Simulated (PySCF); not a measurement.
A calculated (PBE, PySCF 2.14, x2c-TZVPPall with one added diffuse shell each of s, p, d, f type, scalar relativity by spin-free X2C-1e) atom or ion has these occupied shells.

```csv
shell,electrons,orbital energy (eV),"rms radius, mean of both spins (bohr)"
1s β,1,-18784.9,0.0415
1s α,1,-18784.9,0.0415
2s α,1,-2630.9,0.171
2s β,1,-2630.6,0.171
2p α,3,-2350.2,0.152
2p β,3,-2350.0,0.152
3s α,1,-440.92,0.474
3s β,1,-440.77,0.474
3p α,3,-349.12,0.481
3p β,3,-348.96,0.481
3d α,5,-198.79,0.475
3d β,5,-198.54,0.475
4s α,1,-61.206,1.23
4s β,1,-59.671,1.23
4p α,3,-37.348,1.39
4p β,3,-35.625,1.39
4d α,3,-5.517,2.23
5s α,1,-4.982,3.86
5s β,1,-4.120,3.86
```

Name the element and its charge.

Nb (niobium, neutral), in [Kr] 4d3 5s2, high-spin 4F determinant (an excited configuration).
